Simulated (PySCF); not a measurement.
Be(Me)(OMe), SMILES [O]([Be][CH3])C, singlet (CAM-B3LYP/def2-SVP optimised geometry):

```
10

Be    -0.539    -0.008     0.000
C     -2.212    -0.006    -0.001
H     -2.625     1.017    -0.022
H     -2.630    -0.498     0.894
H     -2.628    -0.534    -0.876
O      0.851    -0.008     0.000
C      2.229    -0.006     0.002
H      2.630    -1.017    -0.189
H      2.628     0.666    -0.777
H      2.626     0.334     0.975
```

Calculation: CAM-B3LYP/def2-TZVP (PySCF).

Question: What are the frontier orbital energies and the dipole moment?

Answer: HOMO-2 -9.82 eV, HOMO-1 -9.70 eV, HOMO -9.70 eV, LUMO 0.60 eV, LUMO+1 2.13 eV; dipole moment 1.12 D.

On the same geometry PBE/def2-TZVP in PySCF gives HOMO-2 -6.98 eV, HOMO-1 -6.71 eV, HOMO -6.71 eV, LUMO -0.50 eV, LUMO+1 0.49 eV; dipole moment 1.08 D.

Meta-Löwdin charges at CAM-B3LYP/def2-TZVP: Be1 1.31, C2 -0.93, H3 0.11, H4 0.11, H5 0.11, O6 -0.96, C7 -0.08, H8 0.10, H9 0.10, H10 0.10.
